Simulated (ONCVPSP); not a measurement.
Varying the ONCV potential for boron (B)

Base potential:

| Property | Result |
| --- | --- |
| Element | B (Z = 5) |
| Generator | ONCVPSP 4.0.1 |
| Type | optimised norm-conserving Vanderbilt (ONCV) |
| Functional | Wu-Cohen |
| Relativity | scalar-relativistic |
| Frozen core | [He] |
| Valence charge | 3 |
| Reference configuration | 2s1.5 (charge +1.5) |
| Partial waves | 2s: rc 1.60 bohr, ncon 3, nbas 6, qcut 3.7 1/bohr, 1 projector; p scattering state at 0.11 Ha: rc 1.30 bohr, ncon 4, nbas 8, qcut 6.6 1/bohr, 2 projectors, debl 2.3 Ha |
| Local potential | polynomial inside 1.15 bohr (lpopt 5, dvloc0 0 Ha) |
| Core correction | Teter function fitted to the true core (icmod 2), fcfact 0.65 |

In the p channel the program set the typed energies aside and used 0.050, 2.350 Ha.

Cutoffs, loose and tight: the cutoffs (Ha) at which the residual kinetic energy of the hardest occupied pseudo-wave falls to 1 and 0.1 mHa per electron. They do not see the model core or the augmentation charge, which bear on the density cutoff. Test errors are all-electron minus pseudo excitation energies from the reference, over the configurations 2s2 2p1; 2s2; 2s1; 2s1 2p1. A dash means not determined; rows that change the core or the reference have their own tests.

```csv
change,outcome,"cutoff, loose","cutoff, tight",bound ghosts,GHOST(+) flags above zero,largest test error (meV)
base,"generated, projector energies reset by the program",14 Ha,36 Ha,none,none,+44
s: qcut 2.9; p: qcut 5.2,"generated, projector energies reset by the program",28 Ha,49 Ha,none,none,+60
p: qcut 6.7,"generated, projector energies reset by the program",14 Ha,36 Ha,none,none,+43
s: qcut 4.8; p: qcut 8.5,"generated, projector energies reset by the program",9.1 Ha,18 Ha,none,none,+28
```

(1) What comes out with this change to the base: s: qcut 5.3; p: qcut 9.4?

(2) What comes out with this change to the base: s: qcut 2.4; p: qcut 4.3?

(3) What comes out with this change to the base: s: qcut 4.3; p: qcut 7.7?

Answers

(1) outcome: generated, projector energies reset by the program; cutoff, loose: 10 Ha; cutoff, tight: 13 Ha; bound ghosts: none; GHOST(+) flags above zero: none; largest test error (meV): +24.

(2) outcome: generated, projector energies reset by the program; cutoff, loose: 29 Ha; cutoff, tight: 51 Ha; bound ghosts: none; GHOST(+) flags above zero: none; largest test error (meV): +70.

(3) outcome: generated, projector energies reset by the program; cutoff, loose: 8.7 Ha; cutoff, tight: 32 Ha; bound ghosts: none; GHOST(+) flags above zero: none; largest test error (meV): +34.
